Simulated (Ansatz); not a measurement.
Computed against measured: atomisation enthalpy at 298 K

10 molecules holding an element past argon; the atomisation enthalpy at 298 K in kJ/mol, computed less measured. Shapes, held fixed at every level: PBE0-D4/def2-TZVP. Thermal terms are harmonic and unscaled (PBE0-D4/def2-TZVP); the spin-orbit lowering of the free atoms is taken from their spectra. Programs: Ansatz 0.2.0. Measured values: Active Thermochemical Tables, CRC Handbook of Chemistry and Physics, NIST-JANAF tables.

Levels: A = r2SCAN-D4/def2-TZVPP; B = B2PLYP/def2-TZVPP; C = CCSD/def2-TZVPP.

```tsv
molecule	from tabulated heats	A	B	C
HOI (hypoiodous acid)	635	-16	-27	-67
BBr2F (dibromofluoroborane)	1388	+27	-23	-81
BBrCl2 (bromodichloroborane)	1262	+39	-21	-80
SiH2Br2 (dibromosilane)	1300	+15	-26	-55
CBr2F2 (dibromodifluoromethane)	1484	+27	-39	-120
CH3Br (bromomethane)	1519	+1	-19	-55
CH3I (SMILES CI)	1463	-7	-22	-59
CHI3 (SMILES IC(I)I)	1004	+24	-10	-66
GeF4 (tetrafluorogermane)	1880	+20	-10	-64
C2H3IO (acetyl iodide)	2570	+21	-28	-143
```

Q: Which level does best on this set, which worst, and which err to one side?

A: 
```tsv
level	kind	mean error	mean absolute error	worst case
r2SCAN-D4/def2-TZVPP	meta-GGA	+15.1	19.7	BBrCl2
B2PLYP/def2-TZVPP	double hybrid	-22.5	22.5	CBr2F2
CCSD/def2-TZVPP	coupled cluster or CI	-79.0	79.0	C2H3IO
```

On this set r2SCAN-D4/def2-TZVPP has the smallest mean absolute error and CCSD/def2-TZVPP the largest. r2SCAN-D4/def2-TZVPP is too high in 8 of 10; B2PLYP/def2-TZVPP is too low in 10 of 10; CCSD/def2-TZVPP is too low in 10 of 10. The heats of GeF4 (tetrafluorogermane), C2H3IO (acetyl iodide) come from older tables and can be uncertain by 10 kJ/mol or more. The molecules' own spin-orbit lowering is left out, so errors for iodides read a little too negative. Heats of the atoms come from ATcT where it has them, that of boron, 570 kJ/mol, from recent work. With so many references in doubt the order of the levels isn't settled. The tabulated values of BBr2F, BBrCl2, SiH2Br2, CHI3 are in doubt (older tables, estimates, or at odds with other calculations) and kept here. Over the 6 molecules whose values aren't doubted the mean absolute errors are A 15.3; B 24.2; C 84.7. The smallest two are near a tie. Correlated wave functions converge slowly with the basis. CCSD also lacks the triples, which bind further. For atoms past krypton def2 sets carry core potentials with scalar relativity. Relativity is left out for Br, Ge. Outer-core shells of Br, Ge, I are correlated, in sets that cover them unevenly. The set is small.
